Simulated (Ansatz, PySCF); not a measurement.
BCl2, SMILES Cl[B]Cl (connectivity only; charge and spin as stated), charge +1, multiplicity 1. Atoms are numbered in the order given.

```xyz
3

Cl     0.0000     0.0000    -1.6135
B      0.0000     0.0000     0.0000
Cl     0.0000     0.0000     1.6135
```
Charge +1, spin multiplicity 1.

Geometry optimised at B3LYP-D3(BJ)/def2-TZVP. The spin state was assumed, not searched. The isomer is the one that the SMILES or the coordinates give; other isomers of the formula were not compared.

Two levels are set side by side: PBE-D3(BJ)/def2-TZVP (Ansatz, a quantum-chemistry and plane-wave program) and B3LYP-D3(BJ)/def2-TZVP (Ansatz). Each level has its own optimised geometry; the coordinates shown are those of the second. Frequencies come from the Hessian of PySCF at each geometry. Differences are taken from unrounded values.

```tsv
quantity	B3LYP-D3(BJ)
mean bond length (Å)	1.613
bond Cl1–B2 (Å)	1.613
bond B2–Cl3 (Å)	1.613
highest harmonic wavenumber (cm⁻¹)	1463
mean harmonic wavenumber (cm⁻¹)	669
zero-point energy (kcal/mol)	3.83
```

Problem. What does PBE-D3(BJ) give, and how far is it from B3LYP-D3(BJ)? (An estimate is asked for; the answer gives what the named calculation found.)

Solution. 
```tsv
quantity	PBE-D3(BJ)	PBE-D3(BJ) minus B3LYP-D3(BJ)
mean bond length (Å)	1.619	0.006
bond Cl1–B2 (Å)	1.619	0.006
bond B2–Cl3 (Å)	1.619	0.006
highest harmonic wavenumber (cm⁻¹)	1454	-9
mean harmonic wavenumber (cm⁻¹)	659	-10
zero-point energy (kcal/mol)	3.77	-0.06
```

GGA bonds tend to be longer and softer than those of functionals with exact exchange. Differences between two approximate levels are no errors against the true value.
